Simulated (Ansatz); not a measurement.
Ansatz (a quantum-chemistry and plane-wave program) input (CCSD(T)/def2-TZVPP):

Ansatz 0.2 input:
```yaml
crystal:
  periodic: [false, false, false]
  atoms:
    - {symbol: Sn, position_ang: [-0.00000000, -0.00000000, -0.01222181]}
    - {symbol: O, position_ang: [-0.00000000, -0.00000000, -1.81101756]}
    - {symbol: O, position_ang: [0.00000000, 0.00000000, 1.88740388]}
basis:
  gaussian:
    orbitals: def2-TZVPP
total_charge: 1
magnetization: {spin_polarized: true, initial_magnetization: 1}
correlation: {method: ccsd_t, electrons: outside_noble_gas}
```

Output:

```
Functional definition: HF
integrals: 0.24 GiB planned
886 factors; integrals over basis functions are off by at most 1.4e-3 eV
mean field: 0.34 GiB planned
mean field evaluation 1: about -9857.6791 eV, gradient 5.3e1 eV
mean field evaluation 2: about -9857.6816 eV, gradient 5.3e1 eV
mean field evaluation 4: about -9868.1672 eV, gradient 1.6e1 eV
mean field evaluation 8: about -9869.3826 eV, gradient 6.3e-1 eV
mean field evaluation 16: about -9869.6679 eV, gradient 1.1e-1 eV
mean field evaluation 32: about -9869.4251 eV, gradient 3.9e-1 eV
mean field evaluation 64: about -9869.4032 eV, gradient 9.8e-1 eV
mean field evaluation 96: about -9866.0964 eV, gradient 9.7e0 eV
mean field evaluation 128: about -9867.0384 eV, gradient 8.5e0 eV
mean field evaluation 160: about -9869.2601 eV, gradient 1.9e-1 eV
mean field evaluation 192: about -9869.2597 eV, gradient 7.2e-2 eV
mean field evaluation 224: about -9869.6657 eV, gradient 2.1e-1 eV
mean field evaluation 256: about -9867.4018 eV, gradient 6.4e0 eV
mean field evaluation 288: about -9869.6669 eV, gradient 1.5e-1 eV
mean field evaluation 320: about -9869.1353 eV, gradient 1.9e0 eV
mean field evaluation 352: about -9869.2017 eV, gradient 3.5e-2 eV
mean field evaluation 384: about -9869.2468 eV, gradient 1.7e0 eV
mean field evaluation 416: about -9868.7662 eV, gradient 5.5e-4 eV
mean field evaluation 448: about -9868.4457 eV, gradient 1.4e-2 eV
mean field evaluation 480: about -9868.9173 eV, gradient 2.2e-1 eV
mean field evaluation 512: about -9864.2784 eV, gradient 2.7e1 eV
mean field evaluation 544: about -9868.9181 eV, gradient 2.3e-3 eV
mean field evaluation 576: about -9866.9444 eV, gradient 2.5e-2 eV
mean field evaluation 608: about -9869.6192 eV, gradient 1.4e0 eV
mean field evaluation 640: about -9866.5026 eV, gradient 8.6e-2 eV
mean field evaluation 672: about -9866.1724 eV, gradient 1.4e0 eV
mean field evaluation 704: about -9865.1303 eV, gradient 2.1e0 eV
mean field evaluation 736: about -9866.5315 eV, gradient 3.4e0 eV
mean field evaluation 768: about -9867.3171 eV, gradient 1.2e0 eV
mean field evaluation 800: about -9867.2554 eV, gradient 8.5e-1 eV
mean field evaluation 832: about -9867.2200 eV, gradient 7.5e-1 eV
mean field evaluation 864: about -9868.3751 eV, gradient 2.5e0 eV
mean field evaluation 896: about -9866.7170 eV, gradient 1.9e-3 eV
mean field evaluation 928: about -9869.2017 eV, gradient 5.7e-2 eV
mean field evaluation 960: about -9869.1961 eV, gradient 5.0e-1 eV
mean field evaluation 992: about -9869.0525 eV, gradient 2.3e0 eV
mean field evaluation 1024: about -9869.2040 eV, gradient 2.2e-1 eV
mean field evaluation 1056: about -9869.2017 eV, gradient 1.2e-1 eV
mean field evaluation 1088: about -9865.2027 eV, gradient 1.9e-3 eV
mean field evaluation 1120: about -9864.2433 eV, gradient 3.7e-4 eV
mean field evaluation 1152: about -9864.2654 eV, gradient 6.2e0 eV
mean field evaluation 1184: about -9868.9181 eV, gradient 1.8e-3 eV
mean field evaluation 1216: about -9868.7961 eV, gradient 1.3e-2 eV
mean field evaluation 1248: about -9868.5048 eV, gradient 9.4e-2 eV
mean field evaluation 1280: about -9862.5144 eV, gradient 3.9e0 eV
mean field evaluation 1312: about -9861.0410 eV, gradient 3.4e-1 eV
mean field evaluation 1344: about -9868.8893 eV, gradient 2.2e-3 eV
mean field evaluation 1376: about -9865.3619 eV, gradient 1.1e1 eV
mean field evaluation 1408: about -9869.1970 eV, gradient 4.4e-1 eV
mean field evaluation 1440: about -9869.3951 eV, gradient 5.7e-1 eV
mean field evaluation 1472: about -9868.7662 eV, gradient 1.7e-2 eV
mean field evaluation 1504: about -9868.8865 eV, gradient 2.7e-1 eV
mean field evaluation 1536: about -9869.4029 eV, gradient 1.1e-3 eV
mean field evaluation 1568: about -9868.4451 eV, gradient 1.4e-1 eV
mean field evaluation 1600: about -9868.5040 eV, gradient 1.4e-1 eV
mean field evaluation 1632: about -9868.1235 eV, gradient 1.6e0 eV
mean field evaluation 1664: about -9866.7169 eV, gradient 3.5e-2 eV
mean field evaluation 1696: about -9866.1907 eV, gradient 6.6e-1 eV
mean field evaluation 1728: about -9868.2108 eV, gradient 1.5e0 eV
mean field evaluation 1760: about -9869.4242 eV, gradient 8.3e-6 eV
mean field evaluation 1792: about -9868.9181 eV, gradient 2.7e-3 eV
mean field evaluation 1824: about -9865.4236 eV, gradient 1.0e1 eV
mean field evaluation 1856: about -9869.4242 eV, gradient 1.1e-3 eV
mean field evaluation 1888: about -9868.7660 eV, gradient 8.0e-2 eV
mean field evaluation 1920: about -9868.4716 eV, gradient 2.7e0 eV
mean field evaluation 1952: about -9868.4457 eV, gradient 5.6e-4 eV
mean field evaluation 1984: about -9866.7166 eV, gradient 1.6e-1 eV
mean field evaluation 2016: about -9868.4214 eV, gradient 1.4e0 eV
mean field evaluation 2048: about -9866.0066 eV, gradient 3.7e0 eV
mean field evaluation 2080: about -9865.8940 eV, gradient 1.3e-3 eV
mean field evaluation 2112: about -9865.2027 eV, gradient 6.2e-4 eV
mean field evaluation 2144: about -9869.0253 eV, gradient 3.7e-1 eV
mean field evaluation 2176: about -9869.4029 eV, gradient 3.2e-2 eV
mean field evaluation 2208: about -9868.3723 eV, gradient 4.1e-2 eV
mean field evaluation 2240: about -9868.4048 eV, gradient 3.1e0 eV
mean field evaluation 2272: about -9868.9119 eV, gradient 4.4e-2 eV
mean field -9869.66823233 eV, -362.7036176369 hartree, gradient 2.6e-6 eV, S^2 1.246514; 39 other end points of the search recorded, 0 dependent functions left out
determinant -9869.66823233 eV, -362.7036176369 hartree, with singles and doubles -9883.48958376 eV, -363.2115429333 hartree
determinant -9869.47711436 eV, -362.6965941807 hartree, with singles and doubles -9883.34787653 eV, -363.2063352889 hartree
determinant -9869.42418365 eV, -362.6946490131 hartree, with singles and doubles -9883.53057948 eV, -363.2130494984 hartree
determinant -9869.26973821 eV, -362.6889732478 hartree, with singles and doubles -9882.91233589 eV, -363.1903294653 hartree
determinant -9869.25921155 eV, -362.6885864005 hartree, with singles and doubles -9882.93456634 eV, -363.1911464194 hartree
determinant -9869.06590747 eV, -362.6814826062 hartree, with singles and doubles -9883.08810932 eV, -363.1967890198 hartree
determinant -9869.00839664 eV, -362.6793691224 hartree, with singles and doubles -9883.16367914 eV, -363.1995661593 hartree
determinant -9868.91812747 eV, -362.6760517914 hartree, with singles and doubles -9881.30948935 eV, -363.1314259414 hartree
determinant -9868.88934265 eV, -362.6749939688 hartree, with singles and doubles -9881.26058220 eV, -363.1296286370 hartree
determinant -9868.79609641 eV, -362.6715672329 hartree, with singles and doubles -9881.24664217 eV, -363.1291163502 hartree
determinant -9868.76622386 eV, -362.6704694370 hartree, with singles and doubles -9881.19554458 eV, -363.1272385485 hartree
determinant -9868.50506726 eV, -362.6608721087 hartree, with singles and doubles -9881.01805680 eV, -363.1207159928 hartree
determinant -9868.44570509 eV, -362.6586905895 hartree, with singles and doubles -9880.90099660 eV, -363.1164141097 hartree
determinant -9868.37693705 eV, -362.6561634104 hartree, with singles and doubles -9882.04460719 eV, -363.1584410238 hartree
determinant -9866.94441792 eV, -362.6035193035 hartree, with singles and doubles -9879.24327708 eV, -363.0554940409 hartree
determinant -9866.94217869 eV, -362.6034370133 hartree, with singles and doubles -9879.48665117 eV, -363.0644378740 hartree
determinant -9866.73241583 eV, -362.5957283703 hartree, with singles and doubles -9879.40115956 eV, -363.0612961153 hartree
determinant -9866.71698394 eV, -362.5951612590 hartree, with singles and doubles -9878.88820475 eV, -363.0424453735 hartree
determinant -9866.70734756 eV, -362.5948071285 hartree, with singles and doubles -9878.95163700 eV, -363.0447764657 hartree
determinant -9866.50278653 eV, -362.5872896494 hartree, with singles and doubles -9879.11280205 eV, -363.0506991723 hartree
determinant -9866.19731474 eV, -362.5760637678 hartree, with singles and doubles -9878.04135815 eV, -363.0113243352 hartree
determinant -9869.66823233 eV, -362.7036176369 hartree, with singles and doubles -9883.53852773 eV, -363.2133415909 hartree
determinant -9869.47711436 eV, -362.6965941807 hartree, with singles and doubles -9883.44894893 eV, -363.2100496307 hartree
determinant -9869.42418365 eV, -362.6946490131 hartree, with singles and doubles -9883.54890950 eV, -363.2137231141 hartree
determinant -9869.06590747 eV, -362.6814826062 hartree, with singles and doubles -9883.16470942 eV, -363.1996040214 hartree
determinant -9869.00839664 eV, -362.6793691224 hartree, with singles and doubles -9883.18127963 eV, -363.2002129656 hartree
mean field evaluation 2304: about -9869.4195 eV, gradient 4.6e-2 eV
11 core orbitals not correlated
reference -9869.42418365 eV, -362.6946490131 hartree; 8, 7 occupied and 93, 94 virtual orbitals, 886 factors
second order -13.43282232 eV of doubles, -0.00000000 eV of singles
coupled cluster: 0.62 GiB planned
cycle   1  -14.12472964 eV  change   -3.8e-6 eV  update   4.3e-6
cycle   2  -14.12473561 eV  change   -6.0e-6 eV  update   3.1e-6
coupled cluster: 0.62 GiB planned
perturbative correction -0.81651256 eV, -0.0300062831 hartree
Total energy: -9884.36543182 eV, -363.2437297558 hartree
```

The determinant is spin-contaminated: <S^2> is 1.03 against 0.75 for a pure state.
